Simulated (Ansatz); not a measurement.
`[CH3][GeH]([F])[SiH3]` + H₂O → `[CH3][GeH]([OH])[F]` + SiH₄ at 500 K and 1 bar (formal hydrolysis of a Ge–Si bond).

Gas-phase electronic energies from Ansatz, PBE0-D4/def2-TZVP geometries. CCSD(T)/CBS adds triple-zeta CCSD(T) − MP2 to the extrapolated MP2 energy (def2 sets, frozen cores). This one scheme is used for every species. For Ge outer-core shells are correlated without core-valence functions, which leaves a few kJ/mol of doubt a bond. Scalar relativity is left out up to krypton. One conformer a species, not always the lowest.

| species | CCSD(T)/CBS energy (Eh) | H − E (kJ/mol) | S (J/(mol·K)) |
| --- | --- | --- | --- |
| `[CH3][GeH]([F])[SiH3]` | -2507.28788 | 239.0 | 437.7 |
| H₂O | -76.37941 | 73.2 | 206.3 |
| `[CH3][GeH]([OH])[F]` | -2292.21807 | 202.0 | 392.1 |
| SiH₄ | -291.46306 | 102.4 | 230.9 |

H − E and S are ideal-gas, rigid-rotor, harmonic terms from PBE0-D4/def2-TZVP, for one conformer and one mirror image of each species. 1 Eh = 2625.50 kJ/mol, R = 8.31446 J/(mol·K).

By hand: ΔE, ΔH, ΔS and ΔG.

ΔE = (-2292.21807) + (-291.46306) − (-2507.28788) − (-76.37941) = -0.01384 Eh = -36.3 kJ/mol. Δ(H − E) = 202.0 + 102.4 − 239.0 − 73.2 = -7.8, so ΔH = -44.1 kJ/mol. ΔS = 392.1 + 230.9 − 437.7 − 206.3 = -21.0 J/(mol·K). ΔG = -44.1 − 500 × (-21.0)/1000 = -33.6 kJ/mol.

By hand: the equilibrium constant, and the temperature at which ΔG would vanish if ΔH and ΔS stayed fixed.

log₁₀ K = −ΔG/(RT ln 10) = 3.5. ΔG = 0 at ΔH/ΔS = 2100 K.

ΔH outweighs TΔS. A doubt of 5 kJ/mol in ΔE shifts log₁₀ K by 0.5 here. Other conformers and mirror images would add mixing entropy, several J/(mol·K) or more a flexible species. These are equilibria of isolated gas molecules and say nothing of rates. Largest T1 diagnostic: 0.012 (customary marks: 0.02 for closed shells, 0.045 for open ones).
